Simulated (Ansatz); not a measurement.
Basis-set extrapolation for H6O2SSi2 (`O[SiH2][SiH](O)S`) (PBE0-D4/def2-TZVP geometry, frozen core, Ansatz). Multiplicity 1, RHF reference.

```tsv
	def2-TZVPP	def2-QZVPP
HF	-1128.849426	-1128.886387
MP2 correlation	-0.902752	-0.978055
CCSD(T) correlation	-0.989550	not run
```

Energies in hartree. Use E(X) = E(∞) + A·exp(−7.88·√X) for Hartree–Fock and E(X) = E(∞) + B·X^(−2.97) for correlation, with X = 3 and 4, and add CCSD(T) minus MP2 of the smaller set to the MP2 limit.

Problem. What is the CCSD(T) energy at the basis-set limit?

Solution. HF limit: -1128.886387 + (-0.036961) × 0.13774 = -1128.89148. MP2 limit: -0.978055 + (-0.075303) × 0.74074 = -1.03383. Higher-order term: -0.989550 − (-0.902752) = -0.08680. Total: -1130.01211 hartree, 454.6 kJ/mol below CCSD(T)/def2-TZVPP.
